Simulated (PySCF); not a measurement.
# Structure from 2D NMR

Compound of formula C5H7ClO3Si. Correlations simulated from computed shifts and the bond graph:

HSQC (one-bond C–H):
```tsv
δH	δC
6.70	155.8
5.35	73.0
3.07	33.6
```

COSY cross peaks (H two or three bonds apart, from the bond graph; peaks can be absent where the dihedral angle is near 90°):
```tsv
δH	δH
4.53	3.07
```

HMBC (two and three bonds, from the bond graph):
```tsv
δH	δC
6.70	148.7, 110.6, 73.0
5.35	155.8, 148.7, 110.6
4.53	155.8, 110.6, 73.0, 33.6
3.07	110.6
```

Carbons without hydrogens: δ 148.7, 110.6.

No relativistic terms, one averaged value for each set of equivalent atoms, no solvent, one conformer. Coordinates at the GFN2-xTB level; NMR shieldings at PBE0/pcSseg-1/GIAO; PySCF.

Chemical shifts δ = σref − σ; ¹H (31.72 ppm) and ¹³C (186.93 ppm) against TMS, all at this level.

Exchangeable hydrogens are left out of these lists.

Problem. Which molecule is this?

Solution. `[SiH2](C1=COC(=O)OC1)CCl`.

Atoms are numbered as in `[O:1]=[C:2]1[O:3][CH:4]=[C:5]([SiH2:6][CH2:7][Cl:8])[CH2:9][O:10]1`; H(Xn) means a hydrogen on atom n.

δC 155.8 is C4, an alkene carbon bearing oxygen (δH 6.70). δC 148.7 is C2, a carbonate carbon. δC 110.6 is C5, a β carbon of an enol-ether or enamine type C=C. δC 73.0 is C9, an allylic sp3 CH2 bonded to O (δH 5.35). δC 33.6 is C7, an sp3 CH2 bonded to Cl and Si (δH 3.07). HMBC from δH 6.70 reaches the proton-free carbons C2, C5. HMBC from δH 5.35 reaches the proton-free carbons C2, C5. HMBC from δH 4.53 reaches the proton-free carbon C5. HMBC from δH 3.07 reaches the proton-free carbon C5. COSY links 4.53–3.07.

The shifts were computed for this structure.

Carbons that carry Cl, above all several Cl atoms, come out too deshielded, partly because spin–orbit coupling is missing. Shifts are as computed. Against solution values, carbons near 30 ppm lie about +3 ppm off and those near 130 ppm about +5 ppm; carbons on Cl a further +6 ppm. Of 1211 compounds with measured shifts, 218 miss one by over three times the rms of a fit or turn the order of signals round; such compounds aren't used in these exercises.
